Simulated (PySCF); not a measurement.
# Rh: ionisation energy

Rh [Kr] 4d8 5s1 (4F) → Rh⁺ [Kr] 4d8 (3F), as a difference of total energies. Calculation: PySCF 2.14, in def2-TZVP with the def2 core potential (28 electrons) (6s4p3d1f, 40 functions); scalar relativity through the core potential. Correlated levels: valence: 4s2 4p6 frozen. The calculations carry no spin-orbit coupling.

```tsv
method	ionisation energy (eV)	error (eV)
UHF	6.309	-1.170
PBE	7.882	+0.403
PBE0	7.573	+0.094
MP2 (valence)	6.953	-0.526
SCS-MP2 (valence)	6.793	-0.686
```

Reference: 7.479 eV (measured; NIST levels, between the centres of gravity of the two terms).

Errors of the correlated levels include the incompleteness of this basis and the frozen core.
